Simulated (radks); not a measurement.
The numbers below are computed, except where a source is named.
Hf+, configuration [Xe] 4f14 5d1 6s2. Level of theory: scalar-relativistic Kohn-Sham, LDA (Slater exchange, VWN5 correlation), spin-polarised, spherical densities, point nucleus; open shells are filled with parallel spins first (spin-orbit coupling, left out, can overturn this in heavy ions); hard spherical wall at 5 bohr (a radial shooting solver on a logarithmic mesh with Libxc functionals).

Radial electron density D(r) = 4 pi r^2 rho(r):

r (bohr),D(r) (e/bohr),spin D(r)
0.001063,7.501,-0.00000766
0.001407,11.49,-0.0000117
0.001861,17.32,-0.0000177
0.002482,25.82,-0.0000264
0.003284,37.01,-0.0000383
0.004346,51.08,-0.0000543
0.00575,67.14,-0.0000760
0.007669,83.25,-0.000108
0.01015,94.60,-0.000159
0.01343,97.91,-0.000248
0.01776,93.03,-0.000396
0.0235,87.04,-0.000542
0.03135,92.47,-0.000267
0.04148,113.0,0.00172
0.05488,130.7,0.00796
0.07262,123.0,0.0206
0.09685,102.4,0.0358
0.1281,107.9,0.0368
0.1696,118.9,0.0113
0.2243,88.97,-0.0125
0.2992,59.38,0.0172
0.3959,68.65,0.0591
0.5238,62.81,0.0200
0.6931,35.86,-0.0170
0.9244,19.48,0.139
1.223,12.15,0.423
1.618,5.978,0.573
2.141,2.660,0.475
2.856,1.451,0.243
3.779,0.5033,0.0593

D(r) has 4 maxima, at r = 0.0129, 0.0585, 0.163, 0.436 bohr, and minima at 0.0249, 0.106, 0.309 bohr, inside which lie 1.92, 11.07, 29.83 electrons.
